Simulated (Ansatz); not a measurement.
`NC[O][SbH2]` and `N#COCN` differ in one atom or group.

Ansatz, PBE0-D4/def2-TZVP geometries, multiplicity 1. Each molecule was computed in one conformer, which needn't be the lowest.

Elements past krypton have def2 core potentials.  Spin–orbit coupling is left out; it splits and shifts lone-pair levels of the heavy atoms by tenths of an eV.

| property | `NC[O][SbH2]` |
| --- | --- |
| HOMO energy (ωB97M-V/def2-TZVPP) / eV | -8.84 |
| HOMO–LUMO gap (PBE/def2-TZVPP) / eV | 4.10 |
| LUMO energy (PBE/def2-TZVPP) / eV | -1.38 |
| HOMO energy (PBE/def2-TZVPP) / eV | -5.48 |
| size of the dipole moment (PBE/def2-TZVPP) / D | 2.67 |
| HOMO–LUMO gap (PBE0/def2-TZVPP) / eV | 6.09 |

(1) Give the same properties after the change, and the shifts. (Estimate.)

Answers

(1) Computed: 
```csv
property,`N#COCN`,shift
HOMO energy (ωB97M-V/def2-TZVPP) / eV,-10.60,-1.76
HOMO–LUMO gap (PBE/def2-TZVPP) / eV,6.47,2.37
LUMO energy (PBE/def2-TZVPP) / eV,-0.33,1.05
HOMO energy (PBE/def2-TZVPP) / eV,-6.80,-1.32
size of the dipole moment (PBE/def2-TZVPP) / D,5.18,2.51
HOMO–LUMO gap (PBE0/def2-TZVPP) / eV,8.78,2.69
```

With PBE0 the HOMO falls by 1.58 eV and the LUMO rises by 1.11 eV, so the gap widens by about 2.69 eV. PBE moves the HOMO by -1.32 eV and ωB97M-V by -1.76 eV. The zero-point energy changes by -13.0 kJ/mol with -3 modes. Dipoles are sizes alone; their direction can turn.
